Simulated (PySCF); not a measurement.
**Excitation energies in several basis sets**

Compound: C3H5ClSeSi.
Structure used (PBE0-D3(BJ)/def2-SVP), in Å, numbered top down from 1:
```xyz
11
C3H5ClSeSi angstrom
Cl     3.4537    2.2303    3.1438
Si     3.1540    0.4755    2.0601
Se     1.2358   -0.5616    2.6154
C      0.0675    0.8457    1.8417
C     -0.0054    2.2058    2.4311
C     -1.0220    1.4299    2.6586
H      3.1396    0.8877    0.6289
H      4.2884   -0.4395    2.3579
H     -0.0451    0.6739    0.7624
H      0.5285    3.1425    2.5622
H     -1.9860    1.2395    3.1222
```

TDDFT with PBE0 (PySCF), vertical singlets, core orbitals frozen in the response, spherical d and f functions. One conformer (not necessarily the lowest) at the PBE0-D3(BJ)/def2-SVP geometry, without solvent, vibrations or thermal averaging. The PBE0/6-31G* calculation is non-relativistic and has no spin–orbit coupling, an omission that weighs most on selenium.

```json
{"basis": "6-31G*", "functions": "120", "diffuse": "no", "S1 (eV)": "5.12", "S2 (eV)": "5.41", "S3 (eV)": "6.05", "S4 (eV)": "6.18", "S5 (eV)": "6.25", "LUMO (eV)": "-0.27", "α (au)": "82.0"}
{"basis": "def2-SVP", "functions": "135", "diffuse": "no", "S1 (eV)": "5.11", "S2 (eV)": "5.38", "S3 (eV)": "6.17", "S4 (eV)": "6.26", "S5 (eV)": "6.36", "LUMO (eV)": "-0.45", "α (au)": "83.3"}
{"basis": "def2-SVPD", "functions": "192", "diffuse": "yes", "S1 (eV)": "4.92", "S2 (eV)": "5.12", "S3 (eV)": "5.82", "S4 (eV)": "5.95", "S5 (eV)": "6.03", "LUMO (eV)": "-0.71", "α (au)": "101.5"}
{"basis": "aug-cc-pVDZ", "functions": "204", "diffuse": "yes", "S1 (eV)": "4.89", "S2 (eV)": "5.09", "S3 (eV)": "5.75", "S4 (eV)": "5.86", "S5 (eV)": "5.89", "LUMO (eV)": "-0.73", "α (au)": "102.7"}
{"basis": "def2-TZVP", "functions": "245", "diffuse": "no", "S1 (eV)": "4.98", "S2 (eV)": "5.19", "S3 (eV)": "5.93", "S4 (eV)": "5.98", "S5 (eV)": "6.17", "LUMO (eV)": "-0.63", "α (au)": "95.6"}
```

Problem. How much do these states and the polarisability depend on the basis?

Solution. States are compared by their number. Against the largest diffuse basis here (aug-cc-pVDZ, itself not a converged limit), sets without diffuse functions differ by up to 0.23 eV in S1 and 0.46 eV in S5; the smaller diffuse sets differ by up to 0.03 and 0.14 eV. State by state, the largest deviation of a set without diffuse functions is S1 0.23, S2 0.31, S3 0.41, S4 0.40, S5 0.46 eV. The same number needn't mean the same state in each row. Against aug-cc-pVDZ the polarisability deviates by -20% in 6-31G*, -19% in def2-SVP, -1% in def2-SVPD, -7% in def2-TZVP.
